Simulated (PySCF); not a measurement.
Species: C₇H₈S.
Structure used (PBE0-D3(BJ)/def2-SVP), in Å, numbered top down from 1:
```xyz
16
C7H8S angstrom
C     -3.0831   -0.5136   -0.5394
C     -1.6089   -0.3485   -0.6664
C     -0.7892    0.0243    0.3296
C      0.6486    0.1961    0.2512
C      1.4950    0.5718    1.2739
C      2.8573    0.6495    0.8799
C      3.0375    0.3326   -0.4404
S      1.5514   -0.0605   -1.2085
H     -3.6215    0.1517   -1.2360
H     -3.3934   -1.5419   -0.7923
H     -3.4308   -0.2932    0.4807
H     -1.1762   -0.5512   -1.6552
H     -1.2151    0.2273    1.3196
H      1.1336    0.7835    2.2817
H      3.6740    0.9290    1.5467
H      3.9672    0.3093   -1.0075
```

Linear response at B3LYP/def2-SVPD (PySCF, frozen core in the response, non-relativistic). Geometry: PBE0-D3(BJ)/def2-SVP, one conformer, isolated molecule.

Static isotropic polarisability: 109.79 au (16.27 Å³), principal values 64.5, 102.1, 162.8 au.

(1) What is the polarisability at 1064 nm and at the sodium D line?

(2) What is the isotropic C6 coefficient between two such molecules, C6 = (3/π)∫α(iω)² dω?

(3) Which effective excitation energy ω̄ makes London's formula C6 = (3/4)α²ω̄ exact here?

(4) How anisotropic is the static polarisability, by Δα² = ½[(α1 − α2)² + (α2 − α3)² + (α3 − α1)²]?

(5) What three-body coefficient follows from the one-pole estimate C9 = (3/4)·α·C6?

(6) How many electrons N does the Slater–Kirkwood formula C6 = (3/4)·√N·α^(3/2) need to give this C6?

Answers

(1) 111.88 au at 1064 nm (+1.9 %), 117.53 au at 589.3 nm (+7.1 %). The rise at 589.3 nm is 3.69 times that at 1064 nm; a pure ω² law gives 3.26. The lowest singlet lies at 284 nm, shorter than both wavelengths.

(2) 4024 au (Eh·bohr⁶) by a ten-point quadrature over imaginary frequencies, which is 2400 eV·Å⁶ or 232 J·nm⁶/mol.

(3) ω̄ = 4·C6/(3α²) = 0.445 Eh = 12.1 eV. A one-pole form α(ω) = α/(1 − ω²/ω̄²) fitted to the 1064 nm value gives 8.5 eV.

(4) Δα = 85.9 au, or 0.78 of the isotropic value.

(5) 331000 au. This is an estimate from the two numbers above, not a computed integral.

(6) N = (4·C6/3)²/α³ = 21.8; the species has 66 electrons in all.
